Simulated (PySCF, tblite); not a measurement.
Compound: CH2Cl2.
Bonds: Cl1–C2, C2–Cl3. Hydrogens: H4, H5 on C2.

Computed, not measured: PBE0-D3(BJ)/def2-SVP geometry optimisation, gas phase (PySCF 2.14.0).

(1) List the bond lengths and angles at this level.

Results:

(1) 
```
          bond  length (Å)   order
Cl1–C2, C2–Cl3       1.768  single
  C2–H4, C2–H5       1.096  single
```

Bonds in one row agree within 0.01 Å and their mean is given. Orders are formal, as drawn. A selection of angles:
```
     angle  degrees
Cl1–C2–Cl3    113.4
 Cl1–C2–H4    108.2
  H4–C2–H5    110.6
```

Point group: C2v (every atom within 0.08 Å of its image). Whether it is a minimum is left open (no frequencies).

***

[InBr4]- (charge -1).
Bonds: In1–Br2, In1–Br3, In1–Br4, In1–Br5.

The calculation used PBE0-D3(BJ)/def2-SVP geometry optimisation, gas phase, def2 core potentials past Kr (PySCF).

**Question.** Give the optimised bond lengths and angles.

**Answer.** 
```csv
bond,length (Å)
In1–Br2,2.543
"In1–Br3, In1–Br4, In1–Br5",2.535
```

Bonds in one row agree within 0.01 Å and their mean is given. A selection of angles:
```csv
angle,degrees
Br2–In1–Br3,110.5
Br2–In1–Br5,110.5
Br3–In1–Br4,108.4
```

In1 (indium bonded to 4 Br) is tetrahedral (angles from 107.3° to 111.8°).

Whether it is a minimum is left open (no frequencies). The geometry's basis has no diffuse functions, a weakness for an anion.

The run took 3.2 min of wall time on an Arm Neoverse V2 with one thread, on a shared host, and the process peaked at 0.87 GiB of memory. These figures are those of the optimisation.

***

GeH₄Si (triplet state).
Numbering: `[SiH3:1][GeH:2]` (hydrogens: H3, H4, H5 on Si1; H6 on Ge2)

Method used: PBE0-D3(BJ)/def2-SVP geometry optimisation, gas phase in PySCF.

(1) What internal coordinates does the optimisation give?

Answers

(1) 
```csv
bond,length (Å)
Si1–Ge2,2.370
"Si1–H3, Si1–H4, Si1–H5",1.495
Ge2–H6,1.550
```

Bonds in one row agree within 0.01 Å and their mean is given. A selection of angles:
```csv
angle,degrees
Ge2–Si1–H3,111.1
Ge2–Si1–H4,106.5
H3–Si1–H4,109.4
Si1–Ge2–H6,123.2
```

Si1 (silicon bonded to Ge and 3 H) is tetrahedral (angles from 106.5° to 111.4°).

Whether it is a minimum is left open (no frequencies). ⟨S²⟩ = 2.004 (exact for a triplet: 2.00). This triplet need not be the ground state; the singlet was not compared here.

***

CF3C≡CH, C₃HF₃.
Bonds: C1–C2 (triple), C2–C3, C3–F4, C3–F5, C3–F6. Hydrogens: H7 on C1.

Structure optimised with GFN2-xTB, isolated species.

Task: List the bond lengths and angles at this level.

Result: 
```
               bond  length (Å)
              C1≡C2       1.196
              C2–C3       1.458
C3–F4, C3–F5, C3–F6       1.341
              C1–H7       1.051
```

Bonds in one row agree within 0.01 Å and their mean is given. A selection of angles:
```
   angle  degrees
C2–C1–H7    180.0
C1–C2–C3    180.0
C2–C3–F4    111.9
F4–C3–F5    106.9
```

All 3 C–F bonds measure 1.341 Å. The 2 C–C bonds span 1.196 Å (C1≡C2, drawn triple) to 1.458 Å (C2–C3, drawn single), a spread of 0.262 Å.

Point group: C3v (every atom within 0.08 Å of its image). Its GFN2-xTB frequencies are all real (lowest 153 cm⁻¹).

These are computed values.

***

Species: CHBr3.
Numbering: `[Br:1][CH:2]([Br:3])[Br:4]` (hydrogens: H5 on C2)

Method: PBE0-D3(BJ)/def2-SVP geometry optimisation, gas phase in PySCF.

List the bond lengths and angles at this level.

```
                  bond  length (bohr)
Br1–C2, C2–Br3, C2–Br4          3.638
                 C2–H5          2.066
```

Bonds in one row agree within 0.02 bohr and their mean is given. A selection of angles:
```
     angle  degrees
Br1–C2–Br3    111.8
 Br1–C2–H5    107.0
```

All 3 Br–C bonds measure 1.925 Å.

Point group: C3v (tolerance 0.08 Å). PBE0-D3(BJ)/def2-SVP frequencies: not computed here.
